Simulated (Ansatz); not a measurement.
Cost and result for the atomization energy of CH$_{3}$BrOSi, SMILES `Br[SiH]1CO1` (7 atoms, 7 bonds).

The species carries charge 0 and has multiplicity 1. Correlated methods include outer-core shells of Br, which these sets cover unevenly. Scalar relativity is left out up to krypton. The structure was optimised at the PBE0-D4/def2-TZVP level. Program: Ansatz. All runs use 2 threads of an AMD EPYC 7B13 on a shared host. Times are those of one run each, without the atoms' runs, and a repeat can differ threefold. Electronic energies, without spin–orbit coupling; frozen cores. CCSD(T)/CBS adds CCSD(T) − MP2 in def2-TZVPP to the MP2 limit, and its time is that of the two runs behind it. T1 = 0.011. With those shells the extrapolation isn't a true limit. HSE06 is the plane-wave form, built on full-range PBE exchange.

CCSD(T)/CBS is a level of theory with its own doubt, some kJ/mol a heavy atom from the limit and from the frozen cores, so smaller differences don't rank the functionals.

| level | functions | wall time | atomization (kcal/mol) | difference from CCSD(T)/CBS | per bond |
| --- | --- | --- | --- | --- | --- |
| LDA (SPW92)/def2-TZVPP | 194 | 1.3 s | 684.1 | 92.0 | 13.1 |
| BHLYP-D4/def2-TZVPP | 194 | 3.4 s | 564.3 | -27.8 | -4.0 |
| HSE06-D4/def2-TZVPP | 194 | 3.6 s | 590.0 | -2.1 | -0.3 |
| CCSD(T)/def2-SVP | 93 | 4.6 s | 542.3 | -49.8 | -7.1 |
| r2SCAN-D4/def2-TZVPP (with forces) | 194 | 5 s | 594.3 | 2.2 | 0.3 |
| r2SCANh-D4/def2-TZVPP | 194 | 5 s | 588.8 | -3.3 | -0.5 |
| B2PLYP/def2-TZVPP | 194 | 6 s | 581.1 | -11.0 | -1.6 |
| PBE-QIDH/def2-TZVPP | 194 | 6 s | 585.8 | -6.3 | -0.9 |
| ωB97X-V/def2-TZVPP | 194 | 7 s | 592.0 | -0.1 | 0.0 |
| B97M-V/def2-TZVPP | 194 | 9 s | 591.7 | -0.4 | -0.1 |
| MP2/def2-QZVPP | 363 | 18 s | 600.8 | 8.7 | 1.2 |
| CCSD(T)/def2-TZVPP | 194 | 83 s | 572.0 | -20.1 | -2.9 |
| CCSD(T)/CBS(def2) | – | 100 s | 592.1 | 0.0 | 0.0 |

From r2SCAN to r2SCAN0 (25 % exact exchange), in def2-TZVPP and without D4, the atomization energy moves by −13.5 kcal/mol: exact exchange takes away binding that semilocal exchange gives to molecules. In def2-TZVPP, CCSD(T) changes the Hartree–Fock value by +161.2 kcal/mol (the triples alone add +11.6 kcal/mol) and MP2 by +178.0 kcal/mol; breaking electron pairs costs correlation energy, which Hartree–Fock lacks. At CCSD(T), def2-SVP lies −49.8 kcal/mol from the extrapolated value and def2-TZVPP −20.1 kcal/mol: correlation converges slowly with the basis, and small sets miss more of it in the bonded molecule than in its fragments.
